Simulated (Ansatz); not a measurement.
Compare A (`C[Se]C[SiH3]`) with its isomer B (`CC[SiH2][SeH]`).

Computed with Ansatz on PBE0-D4/def2-TZVP structures; ΔE is electronic, products minus reactants. CCSD(T)/CBS is the MP2 limit (def2-TZVPP, def2-QZVPP) plus CCSD(T) − MP2 in def2-TZVPP, frozen cores. DFT in def2-TZVPP. B3LYP here is the variant with VWN-RPA as its local correlation; programs differ in this. For Se outer-core shells are correlated without core-valence functions, which leaves a few kJ/mol of doubt a bond. Scalar relativity is left out up to krypton. One conformer a species, not always the lowest.

A:

```xyz
12

C    -1.773    1.395   -0.900
Se    0.136    1.044   -0.874
C     0.108   -0.453    0.367
Si    1.838   -1.121    0.659
H    -1.931    2.236   -1.574
H    -2.122    1.659    0.097
H    -2.311    0.525   -1.275
H    -0.524   -1.244   -0.044
H    -0.321   -0.121    1.316
H     1.766   -2.254    1.620
H     2.711   -0.061    1.225
H     2.425   -1.605   -0.617
```

B:

```xyz
12

C    -0.9804    1.1611   -0.4735
C    -0.8053   -0.3215   -0.1669
Si    0.6862   -0.7144    0.8945
Se    2.6506   -0.0316   -0.0555
H    -1.1046    1.7446    0.4425
H    -1.8585    1.3382   -1.0991
H    -0.1094    1.5599   -0.9985
H    -1.6830   -0.7175    0.3586
H    -0.7216   -0.9008   -1.0931
H     0.6438    0.0415    2.1745
H     0.7444   -2.1721    1.1826
H     2.5378   -0.9873   -1.1662
```

(1) Which is lower in electronic energy at CCSD(T)/CBS, and by how much? (An estimate is asked.)

(2) Give E(B) − E(A) in kJ/mol with PBE-D4, B3LYP, PBE0-D4, HF/def2-TZVPP, ωB97M-V, r2SCAN-D4, CCSD/def2-TZVPP. (Estimate.)

Largest T1 diagnostic: 0.009.

Answers

(1) Ansatz gave: B, by 106.1 kJ/mol.

(2) Computed: PBE-D4 -106.3, B3LYP -103.6, PBE0-D4 -111.0, HF/def2-TZVPP -108.1, ωB97M-V -107.6, r2SCAN-D4 -109.7, CCSD/def2-TZVPP -102.9. None reverses the order clearly.

From PBE to PBE0 (25 % exact exchange), in def2-TZVPP and without D4, E(B) − E(A) moves by −4.6 kJ/mol. In def2-TZVPP, CCSD(T) changes the Hartree–Fock value by +6.9 kJ/mol (the triples alone add +1.7 kJ/mol) and MP2 by +6.6 kJ/mol.
